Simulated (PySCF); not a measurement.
Dipole response of O (oxygen, neutral)

[He] 2s2 2p3 3s1, high-spin 5S determinant (an excited configuration). All numbers are calculated (PySCF 2.14, the spin-free X2C one-electron Hamiltonian (Gaussian nucleus), in aug-cc-pCVTZ-DK with one added diffuse shell each of s, p, d, f type (8s7p5d3f, 75 functions)). Coupled (time-dependent) response in atomic units; α is the mean over directions.

```tsv
method	mean α (bohr³)	C₆ (like pair)	S(−4)
UHF	349.4	4903	124700
PBE	286.9	3638	84970
PBE0	306.9	4037	96510
CAM-B3LYP	281.1	3542	80900
TPSSh	324.2	4361	108600
```

S(−4) is the Cauchy moment in α(ω) = α(0) + S(−4) ω² + …

α(iu) at PBE0:

```csv
u (hartree),α(iu) (bohr³)
0,306.9
0.0500,172.4
0.100,75.72
0.200,24.93
0.300,12.82
0.500,5.899
0.750,3.368
1.00,2.295
1.50,1.324
2.00,0.8774
3.00,0.4710
5.00,0.2011
```

A single London oscillator, α(iu) = α/(1 + u²/ω²), gives C₆ = (3/4) ω α². Matching the computed C₆ needs ω = 4 × 4037 / (3 × 306.9²) = 0.0571 hartree.

The outer electron is Rydberg-like, and this basis confines it to a smaller radius and binds it less than a complete one would.
